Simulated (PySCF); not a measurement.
FMg (SMILES [F][Mg]), doublet, geometry from GFN2-xTB (such geometries of metal compounds can be far from the true shape) (the spin is typed, not shown lowest). Base run: PBE/pcseg-1 (PySCF).

Geometry (Å):
```xyz
2

Mg     0.0000     0.0000    -0.7416
F      0.0000     0.0000     0.9889
```
Charge 0, spin multiplicity 2.
Orbitals are unrestricted.
All else is at PySCF's defaults.

Variants of this job, named by their change:

```csv
change,basis functions,E (Eh),HOMO (eV),dipole (D)
base,24,-299.69712,-4.69,3.37
basis = ANO-RCC-VDZP; relativity = spin-free X2C; nucleus = Gaussian (with nucmod='G'),32,-300.17384,-5.02,3.16
basis = cc-pVDZ-DK; relativity = spin-free X2C; nucleus = Gaussian (with nucmod='G'),32,-300.13242,-4.83,2.65
basis = cc-pVDZ-DK; relativity = spin-free X2C,32,-300.13253,-4.83,2.65
basis = cc-pVTZ-DK; relativity = spin-free X2C,64,-300.18050,-4.83,2.77
basis = ANO-RCC-VDZP; relativity = spin-free X2C,32,-300.17395,-5.02,3.16
basis = ANO-RCC-VDZP; relativity = none,32,-299.71001,-5.02,3.16
basis = cc-pVDZ-DK; relativity = none,32,-299.68151,-4.82,2.65
basis = cc-pVTZ-DK; relativity = none,64,-299.72109,-4.82,2.77
basis = cc-pVTZ-DK; relativity = spin-free X2C; nucleus = Gaussian (with nucmod='G'),64,-300.18038,-4.83,2.77
```

Total energies compare only within one method and basis.

Open shells are given as the SCF converged; they aren't shown to be the lowest states, and a large step between rows can be another state.

Basis sets contracted for a relativistic Hamiltonian are a mismatch without it, so the rows without relativity aren't non-relativistic limits. No row has spin-orbit coupling; sets with core potentials leave out the core electrons.
